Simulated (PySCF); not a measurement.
## SMILES FB(F)C=C=Cc1cccs1, C7H5BF2S

Geometry:
| atom | x (Å) | y (Å) | z (Å) |
| --- | --- | --- | --- |
| F1 | -4.456 | -1.283 | 1.080 |
| B2 | -3.394 | -0.582 | 0.721 |
| F3 | -3.200 | 0.571 | 1.329 |
| C4 | -2.434 | -1.111 | -0.372 |
| C5 | -1.362 | -0.434 | -0.717 |
| C6 | -0.294 | 0.267 | -1.028 |
| C7 | 1.018 | 0.160 | -0.413 |
| C8 | 2.146 | 0.882 | -0.741 |
| C9 | 3.274 | 0.539 | 0.050 |
| C10 | 2.990 | -0.437 | 0.969 |
| S11 | 1.351 | -0.945 | 0.878 |
| H12 | -2.641 | -2.074 | -0.858 |
| H13 | -0.387 | 1.006 | -1.833 |
| H14 | 2.153 | 1.635 | -1.531 |
| H15 | 4.258 | 0.996 | -0.055 |
| H16 | 3.659 | -0.889 | 1.699 |

Method: TDDFT CAM-B3LYP/aug-cc-pVDZ excited states, vertical, gas phase (PySCF 2.14.0). Geometry: PBE0-D3(BJ)/def2-SVP.

Q: Give the one- and two-photon strengths of the lowest singlets.

A: δ for parallel linear polarisation; σ at the peak of a Lorentzian of half width 0.1 eV, single beam; Ω is circular over linear.
| state | E (eV) | f | photon λ (nm) | δ (au) | σ (GM) | Ω | main |
| --- | --- | --- | --- | --- | --- | --- | --- |
| S1 | 4.05 | 0.000 | 612 | 0.35 | 0.00 | 1.35 | HOMO→LUMO 0.80, HOMO−3→LUMO 0.08 |
| S2 | 4.67 | 0.405 | 531 | 13.4 | 0.11 | 1.02 | HOMO→LUMO+1 0.87, HOMO→LUMO 0.08 |
| S3 | 5.46 | 0.084 | 454 | 129 | 1.41 | 1.03 | HOMO−1→LUMO+1 0.76, HOMO−1→LUMO 0.09 |
| S4 | 5.60 | 0.002 | 443 | 22.1 | 0.25 | 1.42 | HOMO→LUMO+2 0.86 |
| S5 | 5.79 | 0.002 | 428 | 40.1 | 0.49 | 1.23 | HOMO→LUMO+3 0.48, HOMO→LUMO+13 0.13 |
| S6 | 5.99 | 0.002 | 414 | 11.4 | 0.15 | 1.49 | HOMO−1→LUMO 0.68, HOMO−1→LUMO+1 0.08 |

Among these, the strongest one-photon state is S2, the strongest two-photon state S3, with a dipole change of 1.7 D (relaxed, norm of the difference vector).
